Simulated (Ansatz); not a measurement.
Saddle point of GeH6Se, singlet (GeH₄ + H₂Se → GeH₄Se ([GeH3][SeH]) + H₂; bonds formed: Ge1–Se7, H2–H6; bonds broken: Ge1–H2, H6–Se7), PBE0-D4/def2-TZVP structure:

```xyz
8
angstrom
Ge -0.7256 0.4360 -0.2927
H 0.3092 -0.8222 -1.1247
H -1.9029 -0.4453 0.1146
H -0.4782 1.6973 0.5507
H -0.8757 0.9486 -1.7514
H 0.6594 -1.0234 -0.2693
Se 0.9667 -0.8612 1.5629
H 2.0469 0.0702 1.2102
```

Energies are electronic, without zero-point energy. Barriers and step energies count from the start structure reached by relaxing down the imaginary mode; all methods use the PBE0-D4 structures, on which another method's saddle can fall below an end. Computed with Ansatz 0.2.0 (basis: def2-TZVPP, with def2-QZVPP for the basis limit); correlated methods freeze the cores. Filled d shells of the heavier atoms are correlated. The def2 sets are not built for correlating such inner shells, so the correlated values are less sure here. B3LYP uses VWN-RPA correlation. Extrapolation: Hartree–Fock as exp(−7.88 √X), correlation as X^−2.97.

| method | barrier (kJ/mol) | step energy (kJ/mol) |
| --- | --- | --- |
| SPW92 | 160.5 | -26.3 |
| PBE-D4 | 178.2 | -35.6 |
| BLYP-D4 | 193.5 | -34.0 |
| r2SCAN-D4 | 196.7 | -34.5 |
| B97M-V | 216.7 | -21.1 |
| PBE0-D4 | ? | -33.8 |
| B3LYP-D4 | 210.9 | -31.9 |
| r2SCAN0-D4 | 210.8 | -33.7 |
| BHLYP-D4 | 235.1 | -30.2 |
| CAM-B3LYP-D4 | ? | -24.8 |
| wB97X-V | 233.6 | -28.9 |
| wB97M-V | 226.2 | -30.0 |
| B2PLYP | 223.3 | -31.3 |
| PBE-QIDH | 219.8 | -34.3 |
| RPA on PBE | 231.9 | -25.6 |
| HF | 288.2 | -21.7 |
| MP2 | ? | -38.2 |
| CCSD | 244.4 | -26.3 |
| CCSD(T) | 231.9 | -29.3 |

**Question.** Fill in the withheld barriers. (To be estimated.)

**Answer.** The calculation gives: CAM-B3LYP-D4 230.8; MP2 226.6; PBE0-D4 200.0 kJ/mol. Each is the energy of the saddle less that of the start structure, by the same method.

For comparison, the barrier by CCSD(T) at an estimated basis limit (MP2 extrapolated from triple and quadruple zeta, plus CCSD(T) − MP2 in triple zeta) is 226.1 kJ/mol.

The T1 diagnostic stays at or below 0.014.

Labels in which every atom is bracketed show which atoms are joined, not bond orders.

For scale, one of the runs: CCSD(T)/def2-TZVPP, 180 basis functions, launched by `ansatz run in.yaml --threads 4 --pin off --events-out ev --progress --plain --max-ram 9574MiB`. The run took 45 s on 4 CPU threads of an Arm Neoverse V1 (shared host), with 1.7 GiB of host memory at its peak.
